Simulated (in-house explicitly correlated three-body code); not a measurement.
Computed with an exponentially correlated three-body code. Model: two electrons around a point charge, non-relativistic, variational in 260 exponentially correlated functions (energies converged to about 1e-7 hartree, or 1e-8 relative for large Z).

Command:
```bash
python run_hyl.py task.json out
```
Settings (lengths in bohr, energies in hartree):
```
Z                      1
screening              0.01
interaction_strength   1
functions              260
states_tried           1
```

Time taken, with all properties: 5.7 s on 1 thread of Intel(R) Xeon(R) 6975P-C (Granite Rapids), on a shared host.

**Ground state only, binding against the one-electron ion.**

Given: nuclear charge 1; Yukawa screening of all interactions 0.01 1/bohr.

Computed: one-electron threshold -0.490074507 hartree.

```csv
term,energy (hartree),binding (eV)
1 1S,-0.517801621,0.75449
```

**Converged states only, values per electron or pair (inverse distances are <exp(-kr)/r>).**

| term | mean r (bohr) | mean r squared (bohr²) | mean inverse r (1/bohr) | mean r12 (bohr) | mean inverse r12 (1/bohr) | mean cosine | mean p1 dot p2 (bohr⁻²) | delta r1 (bohr⁻³) | delta r12 (bohr⁻³) |
| --- | --- | --- | --- | --- | --- | --- | --- | --- | --- |
| 1 1S | 2.7105 | 11.918 | 0.67336 | 4.4132 | 0.30121 | -0.10509 | 0.032854 | 0.16454 | 0.0027376 |
